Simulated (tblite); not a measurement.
What does the GFN2-xTB structure of `C#CC=C=C(C#C)N(C)C` look like in three dimensions?

```
atom  x, y, z in Å
C1     3.9286   -1.3990   -0.8649
C2     3.1201   -0.9404   -0.1049
C3     2.1647   -0.4178    0.7997
C4     1.0220    0.0840    0.4143
C5    -0.0895    0.5962   -0.0735
C6    -0.1115    1.9954   -0.3295
C7    -0.1014    3.1812   -0.5167
N8    -1.2260   -0.1495   -0.3932
C9    -1.1696   -1.5431   -0.0324
C10   -2.5126    0.4730   -0.1983
H11    4.6391   -1.7915   -1.5291
H12    2.4400   -0.4636    1.8500
H13   -0.0943    4.2150   -0.6941
H14   -0.2373   -1.9698   -0.4028
H15   -2.0069   -2.0625   -0.4976
H16   -1.2170   -1.7025    1.0549
H17   -2.4673    1.5099   -0.5262
H18   -2.8368    0.4488    0.8524
H19   -3.2539   -0.0546   -0.8004
```

Orientation and origin are arbitrary. Atoms count from 1 in this order. The 6 C–C bonds span 1.200 Å (C6≡C7, drawn triple) to 1.423 Å (C5–C6, drawn single), a spread of 0.223 Å. The C–N distances run from 1.396 Å (C5–N8, drawn single) to 1.443 Å (N8–C10, drawn single), a spread of 0.047 Å. N8 (nitrogen bonded to 3 C) is pyramidal (angles 117.7°, 115.3° and 114.7°, sum 347.7°, 0.29 Å off the plane of its three neighbours). Of the pairs four or more bonds apart, C6···H17 is among the closest relative to their van der Waals radii: 2.41 Å, 83 % of the sum of Bondi's values.

Bonds between heavy atoms (Å): C1≡C2 1.201, C2–C3 1.416, C3=C4 1.306, C4=C5 1.317, C5–C6 1.423, C6≡C7 1.200, C5–N8 1.396, N8–C9 1.441, N8–C10 1.443.

Computed geometry: GFN2-xTB, gas phase.

Point group: C1 (no symmetry element, even within 0.4 Å). Its GFN2-xTB frequencies are all real (lowest 51 cm⁻¹).

On one thread, Intel Xeon 6975P-C (x86_64), on a shared host, this took 0.75 s wall. This is the geometry optimisation.
